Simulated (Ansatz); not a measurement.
Geometry optimisation, RKS PBE0-D4/def2-SVP in Ansatz.

input.yaml

```yaml
crystal:
  periodic: [false, false, false]
  atoms:
    - { symbol: Ga, position_ang: [-1.89508, -0.104032, -1.826481] }
    - { symbol: O, position_ang: [0.05216, -0.933614, 0.532487] }
    - { symbol: C, position_ang: [0.958193, 0.132206, 0.620614] }
    - { symbol: H, position_ang: [0.165049, -1.35303, -0.332529] }
    - { symbol: H, position_ang: [-2.90932, 0.942162, -1.002598] }
    - { symbol: H, position_ang: [0.803659, 0.619238, 1.593647] }
    - { symbol: H, position_ang: [0.814794, 0.901859, -0.162323] }
    - { symbol: H, position_ang: [2.010546, -0.204789, 0.577183] }
basis:
  gaussian: { orbitals: def2-SVP }
hamiltonian:
  xc: pbe0
  dispersion: d4
relax:
  f_tol: 0.03
  max_steps: 50
```

Command:

```bash
$ ansatz run input.yaml --threads 2 --pin off --max-ram 3072MiB --backend cpu --events-out ev --progress --plain --runs-dir out
```

**Question.** Where does it end, and by what steps?

**Answer.** The run converged. The force dipped under the threshold on the way, but the program's further checks kept it going. After 18 steps the energy has fallen by 0.358 eV; H5 moved furthest, 1.16 Å.

```json
{"step": "0", "energy less start (eV)": "0.0000", "largest force component (eV/Å)": "0.381", "accepted": "yes"}
{"step": "1", "energy less start (eV)": "-0.0753", "largest force component (eV/Å)": "0.531", "accepted": "yes"}
{"step": "2", "energy less start (eV)": "-0.1199", "largest force component (eV/Å)": "0.657", "accepted": "yes"}
{"step": "3", "energy less start (eV)": "-0.1730", "largest force component (eV/Å)": "0.563", "accepted": "yes"}
{"step": "4", "energy less start (eV)": "-0.2231", "largest force component (eV/Å)": "0.152", "accepted": "yes"}
{"step": "5", "energy less start (eV)": "-0.2576", "largest force component (eV/Å)": "0.460", "accepted": "yes"}
{"step": "6", "energy less start (eV)": "-0.2890", "largest force component (eV/Å)": "0.355", "accepted": "yes"}
{"step": "7", "energy less start (eV)": "-0.3287", "largest force component (eV/Å)": "0.231", "accepted": "yes"}
{"step": "8", "energy less start (eV)": "-0.3380", "largest force component (eV/Å)": "0.103", "accepted": "yes"}
{"step": "9", "energy less start (eV)": "-0.3037", "largest force component (eV/Å)": "0.848", "accepted": "no"}
{"step": "10", "energy less start (eV)": "-0.3483", "largest force component (eV/Å)": "0.052", "accepted": "yes"}
{"step": "11", "energy less start (eV)": "-0.3521", "largest force component (eV/Å)": "0.188", "accepted": "yes"}
{"step": "12", "energy less start (eV)": "-0.3442", "largest force component (eV/Å)": "0.423", "accepted": "no"}
{"step": "13", "energy less start (eV)": "-0.3559", "largest force component (eV/Å)": "0.076", "accepted": "yes"}
{"step": "14", "energy less start (eV)": "-0.3542", "largest force component (eV/Å)": "0.100", "accepted": "no"}
{"step": "15", "energy less start (eV)": "-0.3574", "largest force component (eV/Å)": "0.011", "accepted": "yes"}
{"step": "16", "energy less start (eV)": "-0.3579", "largest force component (eV/Å)": "0.020", "accepted": "yes"}
{"step": "17", "energy less start (eV)": "-0.3582", "largest force component (eV/Å)": "0.042", "accepted": "yes"}
{"step": "18", "energy less start (eV)": "-0.3583", "largest force component (eV/Å)": "0.027", "accepted": "yes"}
```

```xyz
8
Properties=species:S:1:pos:R:3
Ga -2.127 -0.515 -1.114
O 0.033 -0.622 -0.414
C 0.784 0.228 0.433
H 0.572 -1.344 -0.757
H -2.149 0.860 -0.126
H 0.092 1.010 0.770
H 1.625 0.698 -0.105
H 1.171 -0.316 1.312
```

Whether the end is a true minimum wasn't checked by a vibrational analysis.

The run took 25 s on 2 threads of Intel(R) Xeon(R) Platinum 8488C (Sapphire Rapids), with other jobs on the host, peak memory 0.19 GiB.
